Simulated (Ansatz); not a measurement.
Relaxation of Cl3H5SiSn (10 atoms, charge 0, multiplicity 1), to a largest force component of 0.03 eV/Å in at most 50 steps.

Computed with Ansatz 0.2.0, RHF/def2-SVP.

```xyz
10
Properties=species:S:1:pos:R:3:forces:R:3
Sn 0.304 0.436 -0.401 -0.29 -0.43 -0.66
Cl -0.019 -0.006 3.174 0.81 1.22 0.21
Cl 1.970 -0.318 -1.897 0.10 -0.09 -0.03
Cl -1.210 1.602 -1.788 -0.13 0.06 -0.02
H -0.520 -0.955 0.092 0.05 0.07 0.06
Si 1.472 2.243 0.915 0.40 0.60 0.07
H 2.509 1.619 1.765 0.02 0.03 0.04
H 2.091 3.185 -0.045 -0.05 -0.08 0.04
H 0.496 2.952 1.771 0.01 0.01 0.02
H 0.717 1.090 3.204 -0.92 -1.37 0.28
```

Problem. Where does it end, and by what steps?

Solution. The run converged. The force dipped under the threshold on the way, but the program's further checks kept it going. After 15 steps the energy has fallen by 0.256 eV; H10 moved furthest, 1.15 Å.

```csv
step,energy less start (eV),largest force component (eV/Å),accepted
0,0.0000,1.372,yes
1,-0.1445,0.574,yes
2,-0.1885,0.717,yes
3,-0.2156,0.540,yes
4,-0.2370,0.184,yes
5,-0.2250,0.312,no
6,-0.2474,0.181,yes
7,-0.2527,0.049,yes
8,-0.2545,0.038,yes
9,-0.2545,0.036,yes
10,-0.2528,0.310,no
11,-0.2559,0.016,yes
12,-0.2556,0.127,no
13,-0.2561,0.045,yes
14,-0.2562,0.046,yes
15,-0.2563,0.021,yes
```

```xyz
10
Properties=species:S:1:pos:R:3
Sn 0.348 0.499 -0.653
Cl -0.001 -0.056 3.469
Cl 1.949 -0.394 -2.141
Cl -1.250 1.582 -2.014
H -0.449 -0.837 0.022
Si 1.527 2.313 0.767
H 2.567 1.673 1.601
H 2.138 3.278 -0.170
H 0.524 2.984 1.621
H 0.459 0.805 4.287
```

Whether the end is a true minimum wasn't checked by a vibrational analysis.

The run took 55 s on 2 threads of Intel(R) Xeon(R) Platinum 8488C (Sapphire Rapids), on a shared host, peak memory 0.36 GiB.
